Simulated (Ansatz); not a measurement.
`[Cl][In]([Cl])[CH]1BO1` + HBr → `[Cl][In]([Cl])[Br]` + `B1CO1` at 500 K and 1 bar (ligand exchange at the In–C bond).

Computed with Ansatz on PBE0-D4/def2-TZVP structures; ΔE is electronic, products minus reactants. CBS: MP2 limit from def2 TZ/QZ plus the TZ coupled-cluster correction, frozen cores. def2 core potentials past Kr. For Br, In outer-core shells are correlated without core-valence functions, which leaves a few kJ/mol of doubt a bond. Scalar relativity is left out up to krypton. One conformer a species, not always the lowest.

```tsv
species	CCSD(T)/CBS energy (Eh)	H − E (kJ/mol)	S (J/(mol·K))
`[Cl][In]([Cl])[CH]1BO1`	-1248.67600	138.9	469.2
HBr	-2573.91920	30.5	213.7
`[Cl][In]([Cl])[Br]`	-3682.84497	42.7	402.6
`B1CO1`	-139.80191	134.2	278.3
```

H − E and S are ideal-gas, rigid-rotor, harmonic terms from PBE0-D4/def2-TZVP, for one conformer and one mirror image of each species. 1 Eh = 2625.50 kJ/mol, R = 8.31446 J/(mol·K).

Question: By hand: ΔE, ΔH, ΔS and ΔG.

Answer: ΔE = (-3682.84497) + (-139.80191) − (-1248.67600) − (-2573.91920) = -0.05168 Eh = -135.7 kJ/mol. Δ(H − E) = 42.7 + 134.2 − 138.9 − 30.5 = 7.5, so ΔH = -128.2 kJ/mol. ΔS = 402.6 + 278.3 − 469.2 − 213.7 = -2.0 J/(mol·K). ΔG = -128.2 − 500 × (-2.0)/1000 = -127.2 kJ/mol.

Question: By hand: the equilibrium constant, and the temperature at which ΔG would vanish if ΔH and ΔS stayed fixed.

Answer: log₁₀ K = −ΔG/(RT ln 10) = 13.3. ΔG = 0 at ΔH/ΔS = 64100 K, far beyond where these terms or the molecules hold.

The number of gas molecules stays the same, so ΔS is small and ΔH decides. A doubt of 5 kJ/mol in ΔE shifts log₁₀ K by 0.5 here. Other conformers and mirror images would add mixing entropy, several J/(mol·K) or more a flexible species. Modes under 60 cm⁻¹, often nearly free rotors, make the harmonic entropy too high. These are equilibria of isolated gas molecules and say nothing of rates. Largest T1 diagnostic: 0.016 (customary marks: 0.02 for closed shells, 0.045 for open ones).
